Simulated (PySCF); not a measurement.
Computed with PBE-D3(BJ)/def2-TZVP // PBE0-D3(BJ)/def2-TZVP in PySCF. All species are isolated molecules in the gas phase. One relaxed conformer stands for a flexible species; it need not be the lowest. 

Reference species (SMILES): `C[C@@H](N)O` (neutral, multiplicity 1).

```yaml
HOMO–LUMO gap: 5.91 eV
```

Changed species: `COCN`.

**Question.** Give the shifts of the HOMO–LUMO gap.

**Answer.** the HOMO–LUMO gap hardly moves.
